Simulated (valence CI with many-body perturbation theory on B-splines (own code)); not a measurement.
## E1 line list for Tc37+

Calculated by configuration interaction combined with many-body perturbation theory (CI+MBPT): four valence electrons over a frozen Dirac-Fock core [He], radial functions for each j: 11 s, 11 p, 9 d, 7 f, 5 g, 2 h, 1 i, with the one-electron correlation potential Σ1, the two-electron term Σ2, the three-electron term Σ3, Breit, model QED; selected CI, second order for the rest (own B-spline code, finite nucleus).

The last digits are not significant, and no measured levels were compared; by estimate large intervals hold to a few tenths of a per cent, small ones and those within an open d or f shell to about a per cent. Among the levels kept, up to 290 cm⁻¹ of a level comes from second order outside the variational space, and about a tenth of that is noise between levels of different J, which matters for small intervals.

Lines 101 to 150 of 235 in falling wavelength, among levels below 3427.7 eV, chosen from the strongest by gf and those to the six lowest levels. Wavelengths and rates use the calculated energies. Electric multipoles are in the length gauge, E1 and E2 with the static RPA response of the core. Weak lines are less certain than strong ones. Lines between different terms over intervals too small for the method are left out, as are lines whose strength nearly cancels. The highest levels of a list are the least certain.

Levels are named by their leading jj configuration (3d3/2^4 stands for four electrons in 3d with j = 3/2), which in mixed levels can hold well under half, so a name can repeat and another be missing. Letters in brackets count levels of one name in rising energy.

| λ vac (nm) | Upper | Lower | A (s⁻¹) | S (a.u.) with core polarisation | S without |
| --- | --- | --- | --- | --- | --- |
| 0.4173 | (2s 2p1/2 2p3/2 3d5/2) J=1 [b] | (2s 2p1/2 2p3/2^2) J=1 [b] | 7.05e+13 | 7.58e-03 | 7.59e-03 |
| 0.4172 | (2s 2p1/2 2p3/2 3d5/2) J=3 | (2s 2p1/2 2p3/2^2) J=2 [b] | 6.55e+12 | 1.64e-03 | 1.64e-03 |
| 0.4170 | (2s 2p1/2 2p3/2 3d5/2) J=1 [a] | (2s 2p1/2 2p3/2^2) J=0 | 6.79e+13 | 7.29e-03 | 7.30e-03 |
| 0.4169 | (2s 2p1/2 2p3/2 3d5/2) J=0 | (2s 2p1/2 2p3/2^2) J=1 [b] | 1.20e+14 | 4.28e-03 | 4.29e-03 |
| 0.4159 | (2s 2p1/2 2p3/2 3s) J=2 [a] | (2s 2p1/2^2 2p3/2) J=2 | 7.97e+12 | 1.41e-03 | 1.41e-03 |
| 0.4151 | (2s 2p1/2 2p3/2 3d3/2) J=2 [c] | (2s 2p1/2 2p3/2^2) J=1 [b] | 2.44e+13 | 4.31e-03 | 4.31e-03 |
| 0.4150 | (2s 2p1/2 2p3/2 3d5/2) J=1 [b] | (2s 2p1/2 2p3/2^2) J=1 [a] | 1.99e+13 | 2.11e-03 | 2.11e-03 |
| 0.4150 | (2s 2p1/2^2 3d5/2) J=2 | (2s 2p1/2^2 2p3/2) J=1 | 1.21e+14 | 2.14e-02 | 2.14e-02 |
| 0.4147 | (2s 2p1/2 2p3/2 3d3/2) J=1 [c] | (2s 2p1/2 2p3/2^2) J=1 [b] | 2.33e+13 | 2.46e-03 | 2.46e-03 |
| 0.4145 | (2s 2p3/2^2 3s) J=3 [a] | (2s 2p1/2 2p3/2^2) J=3 | 1.20e+13 | 2.96e-03 | 2.95e-03 |
| 0.4144 | (2s^2 2p3/2 3p3/2) J=2 | (2s 2p1/2^2 2p3/2) J=2 | 7.09e+11 | 1.24e-04 | 1.24e-04 |
| 0.4143 | (2s 2p1/2 2p3/2 3d3/2) J=2 [c] | (2s 2p1/2 2p3/2^2) J=2 [b] | 4.59e+13 | 8.06e-03 | 8.07e-03 |
| 0.4137 | (2s 2p1/2 2p3/2 3d5/2) J=1 [b] | (2s 2p1/2 2p3/2^2) J=0 | 1.87e+13 | 1.96e-03 | 1.97e-03 |
| 0.4137 | (2s 2p3/2^2 3s) J=3 [b] | (2s 2p1/2 2p3/2^2) J=3 | 9.24e+12 | 2.26e-03 | 2.26e-03 |
| 0.4136 | (2s^2 2p3/2 3d3/2) J=1 | (2s^2 2p3/2^2) J=0 | 5.99e+12 | 6.27e-04 | 6.28e-04 |
| 0.4135 | (2s 2p1/2 2p3/2 3s) J=1 [a] | (2s 2p1/2^2 2p3/2) J=2 | 2.03e+12 | 2.12e-04 | 2.11e-04 |
| 0.4129 | (2s 2p1/2 2p3/2 3d3/2) J=2 [c] | (2s 2p1/2 2p3/2^2) J=1 [a] | 2.25e+13 | 3.92e-03 | 3.92e-03 |
| 0.4129 | (2s 2p1/2 2p3/2 3d3/2) J=2 [b] | (2s 2p1/2 2p3/2^2) J=3 | 1.71e+13 | 2.98e-03 | 2.98e-03 |
| 0.4129 | (2s 2p1/2 2p3/2 3d3/2) J=3 [b] | (2s 2p1/2 2p3/2^2) J=3 | 2.44e+13 | 5.93e-03 | 5.94e-03 |
| 0.4124 | (2s 2p1/2 2p3/2 3s) J=3 | (2s 2p1/2^2 2p3/2) J=2 | 2.71e+13 | 6.58e-03 | 6.57e-03 |
| 0.4123 | (2s 2p1/2^2 3d3/2) J=1 | (2s 2p1/2^2 2p3/2) J=2 | 3.77e+12 | 3.91e-04 | 3.92e-04 |
| 0.4121 | (2s^2 2p1/2 3d3/2) J=2 | (2s^2 2p1/2 2p3/2) J=2 | 2.70e+13 | 4.66e-03 | 4.66e-03 |
| 0.4119 | (2s 2p1/2^2 3d3/2) J=2 | (2s 2p1/2^2 2p3/2) J=2 | 2.90e+13 | 4.99e-03 | 5.00e-03 |
| 0.4113 | (2s^2 2p1/2 3s) J=1 | (2s^2 2p1/2^2) J=0 | 6.36e+12 | 6.55e-04 | 6.53e-04 |
| 0.4113 | (2s^2 2p3/2 3s) J=2 | (2s^2 2p1/2 2p3/2) J=2 | 7.36e+12 | 1.26e-03 | 1.26e-03 |
| 0.4111 | (2s 2p1/2 2p3/2 3d5/2) J=2 [a] | (2s 2p1/2 2p3/2^2) J=2 [a] | 7.90e+13 | 1.36e-02 | 1.36e-02 |
| 0.4111 | (2s 2p3/2^2 3s) J=3 [a] | (2s 2p1/2 2p3/2^2) J=2 [a] | 8.83e+13 | 2.12e-02 | 2.12e-02 |
| 0.4110 | (2s 2p1/2 2p3/2 3d5/2) J=2 [b] | (2s 2p1/2 2p3/2^2) J=3 | 1.73e+13 | 2.96e-03 | 2.97e-03 |
| 0.4108 | (2s^2 2p3/2 3d5/2) J=1 | (2s^2 2p3/2^2) J=0 | 1.67e+14 | 1.72e-02 | 1.72e-02 |
| 0.4108 | (2s 2p1/2 2p3/2 3d5/2) J=3 | (2s 2p1/2 2p3/2^2) J=3 | 6.20e+13 | 1.49e-02 | 1.49e-02 |
| 0.4105 | (2s^2 2p3/2 3s) J=1 | (2s^2 2p1/2 2p3/2) J=2 | 4.71e+12 | 4.82e-04 | 4.80e-04 |
| 0.4104 | (2s^2 2p1/2 3d3/2) J=2 | (2s^2 2p1/2 2p3/2) J=1 | 9.73e+11 | 1.66e-04 | 1.66e-04 |
| 0.4103 | (2s 2p1/2 2p3/2 3s) J=2 [b] | (2s 2p1/2^2 2p3/2) J=2 | 1.70e+12 | 2.89e-04 | 2.88e-04 |
| 0.4103 | (2s 2p1/2 2p3/2 3d5/2) J=4 [b] | (2s 2p1/2 2p3/2^2) J=3 | 1.78e+14 | 5.47e-02 | 5.48e-02 |
| 0.4102 | (2s 2p3/2^2 3s) J=3 [b] | (2s 2p1/2 2p3/2^2) J=2 [a] | 1.04e+13 | 2.49e-03 | 2.50e-03 |
| 0.4102 | (2s^2 2p1/2 3d3/2) J=1 | (2s^2 2p1/2 2p3/2) J=2 | 3.15e+12 | 3.22e-04 | 3.22e-04 |
| 0.4100 | (2s^2 2p3/2 3d3/2) J=3 | (2s^2 2p3/2^2) J=2 | 6.75e+12 | 1.61e-03 | 1.61e-03 |
| 0.4099 | (2s 2p1/2^2 3d5/2) J=3 | (2s 2p1/2^2 2p3/2) J=2 | 9.89e+13 | 2.35e-02 | 2.36e-02 |
| 0.4096 | (2s 2p1/2 2p3/2 3p1/2) J=2 [a] | (2s^2 2p3/2^2) J=2 | 1.92e+12 | 3.26e-04 | 3.26e-04 |
| 0.4096 | (2s^2 2p3/2 3s) J=2 | (2s^2 2p1/2 2p3/2) J=1 | 2.83e+13 | 4.81e-03 | 4.80e-03 |
| 0.4095 | (2s^2 2p3/2 3d3/2) J=1 | (2s^2 2p3/2^2) J=2 | 2.92e+13 | 2.97e-03 | 2.97e-03 |
| 0.4094 | (2s^2 2p1/2 3d5/2) J=2 | (2s^2 2p1/2 2p3/2) J=2 | 1.13e+13 | 1.91e-03 | 1.91e-03 |
| 0.4094 | (2s 2p1/2 2p3/2 3d3/2) J=3 [b] | (2s 2p1/2 2p3/2^2) J=2 [a] | 6.62e+13 | 1.57e-02 | 1.57e-02 |
| 0.4094 | (2s^2 2p1/2 3d5/2) J=3 | (2s^2 2p1/2 2p3/2) J=2 | 1.29e+14 | 3.06e-02 | 3.06e-02 |
| 0.4088 | (2s 2p1/2 2p3/2 3p3/2) J=1 [a] | (2s^2 2p3/2^2) J=0 | 4.73e+11 | 4.78e-05 | 4.79e-05 |
| 0.4088 | (2s^2 2p3/2 3s) J=1 | (2s^2 2p1/2 2p3/2) J=1 | 1.60e+12 | 1.62e-04 | 1.61e-04 |
| 0.4088 | (2s^2 2p3/2 3d5/2) J=2 | (2s^2 2p3/2^2) J=2 | 1.20e+14 | 2.03e-02 | 2.03e-02 |
| 0.4087 | (2s 2p1/2 2p3/2 3d3/2) J=3 [c] | (2s 2p1/2 2p3/2^2) J=3 | 9.31e+12 | 2.20e-03 | 2.20e-03 |
| 0.4085 | (2s^2 2p1/2 3d3/2) J=1 | (2s^2 2p1/2 2p3/2) J=1 | 2.19e+13 | 2.21e-03 | 2.21e-03 |
| 0.4082 | (2s 2p1/2^2 3d5/2) J=2 | (2s 2p1/2^2 2p3/2) J=2 | 1.34e+12 | 2.25e-04 | 2.26e-04 |
